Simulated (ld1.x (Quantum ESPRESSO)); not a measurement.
# Reading a pseudo-wave (gold (Au))

Columns: radius, all-electron u(r) and pseudo u(r) of the 6s shell (level -5.76 eV) of gold in the configuration [Kr] 4d10 4f14 5s2 5p6 5d10 6s1 6p0; PBE, scalar-relativistic, ultrasoft scheme, ld1.x (Quantum ESPRESSO) 7.5.

| r (bohr) | all-electron | pseudo |
| --- | --- | --- |
| 0.128 | 0.1344 | 0.2211 |
| 0.255 | -0.1300 | 0.4016 |
| 0.382 | -0.1484 | 0.5146 |
| 0.510 | 0.0866 | 0.5473 |
| 0.638 | 0.2647 | 0.5029 |
| 0.765 | 0.3036 | 0.4001 |
| 0.893 | 0.2339 | 0.2605 |
| 1.020 | 0.1058 | 0.1077 |
| 1.148 | -0.0432 | -0.0453 |
| 1.275 | -0.1866 | -0.1871 |
| 1.402 | -0.3132 | -0.3132 |
| 1.530 | -0.4192 | -0.4192 |
| 1.658 | -0.5028 | -0.5028 |
| 1.785 | -0.5652 | -0.5652 |
| 1.912 | -0.6096 | -0.6096 |
| 2.040 | -0.6390 | -0.6390 |
| 2.168 | -0.6554 | -0.6554 |
| 2.295 | -0.6614 | -0.6614 |
| 2.422 | -0.6589 | -0.6589 |
| 2.550 | -0.6498 | -0.6498 |
| 2.678 | -0.6356 | -0.6356 |
| 2.805 | -0.6175 | -0.6175 |
| 2.932 | -0.5966 | -0.5966 |
| 3.060 | -0.5734 | -0.5734 |
| 3.188 | -0.5489 | -0.5489 |
| 3.315 | -0.5238 | -0.5238 |

(1) How many radial nodes do the two functions have?

(2) At about which radius was the pseudo-wave matched?

(3) Is the pseudo-wave norm-conserving?

## Answers

(1) The all-electron 6s function has n − l − 1 = 5 (the table is too coarse to show those close to the nucleus); the pseudo-wave has 1, since 1 lower shell of the same l stays in the valence.

(2) 1.40 bohr, where the columns begin to agree (steps of 0.13 bohr).

(3) No, it belongs to an ultrasoft set: the norm inside the radius is not constrained, and the difference is carried by the augmentation charge.
